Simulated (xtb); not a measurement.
C2H5Cl2In, SMILES [Cl][In]([CH2]C)[Cl]. All values are semi-empirical tight-binding results from xtb (GFN2-xTB unless named), good for trends rather than for accurate numbers. Coordinates come from a GFN2-xTB optimisation. The structure was generated by enumeration; whether it is a known compound was not checked. One conformer was computed; it need not be the lowest.

Optimised geometry:

```xyz
10

In     0.0564     0.1351    -0.0021
Cl    -0.5343    -1.6864     1.3058
Cl     1.4120     1.6351     1.1437
C     -0.6640     0.3293    -2.1496
C     -1.3403    -0.9449    -2.5995
H      0.2237     0.5650    -2.7358
H     -1.3398     1.1843    -2.1540
H     -2.1892    -1.1845    -1.9589
H     -0.6476    -1.7865    -2.5761
H     -1.7059    -0.8307    -3.6217
```

For metal compounds this method's bond lengths and energies can be far off.

Computed properties:
```
Quantity                                       Value
-------------------------------------  -------------
orbital gap                                  3.07 eV
zero-point energy                      40.3 kcal/mol
G − E(el) at 298.15 K (modified RRHO)  17.6 kcal/mol
```

Computed atomic charges and the Wiberg bond orders between heavy atoms:
charges (e) In1 0.21, Cl2 -0.20, Cl3 -0.18, C4 -0.08, C5 -0.11, H6 0.08, H7 0.07, H8 0.07, H9 0.07, H10 0.06. Bond orders In1–Cl2 1.02, In1–Cl3 1.04, In1–C4 0.68, C4–C5 1.03.
